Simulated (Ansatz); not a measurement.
C2Hf, SMILES [C]1[C][Hf]1 (connectivity only; charge and spin as stated), neutral, multiplicity 1. Atoms are numbered in the order given.

```xyz
3

Hf     0.0000     0.0000     0.2549
C      0.0000     0.6307    -1.7474
C      0.0000    -0.6307    -1.7474
```

Geometry: PBE0-D3(BJ)/def2-TZVP. The multiplicity is an assumed one; other spin states were not compared. The def2 effective core potentials stand for the cores of Hf; spin–orbit coupling is left out.

Two levels are set side by side: PBE-D3(BJ)/def2-TZVP (Ansatz, a program for electronic structure) and PBE0-D3(BJ)/def2-TZVP (Ansatz). Each level has its own optimised geometry; the coordinates shown are those of the second. Differences are taken from unrounded values.

```tsv
quantity	PBE0-D3(BJ)
mean bond length (Å)	1.820
bond Hf1–C2 (Å)	2.099
bond Hf1–C3 (Å)	2.099
bond C2–C3 (Å)	1.261
```

Question: What does PBE-D3(BJ) give, and how far is it from PBE0-D3(BJ)? (Estimate from the structure and the level; the computed values follow.)

Answer: 
```tsv
quantity	PBE-D3(BJ)	PBE-D3(BJ) minus PBE0-D3(BJ)
mean bond length (Å)	1.832	0.012
bond Hf1–C2 (Å)	2.111	0.012
bond Hf1–C3 (Å)	2.111	0.012
bond C2–C3 (Å)	1.273	0.012
```

Exact exchange shortens and stiffens bonds; PBE has none. Differences between two approximate levels are no errors against the true value.
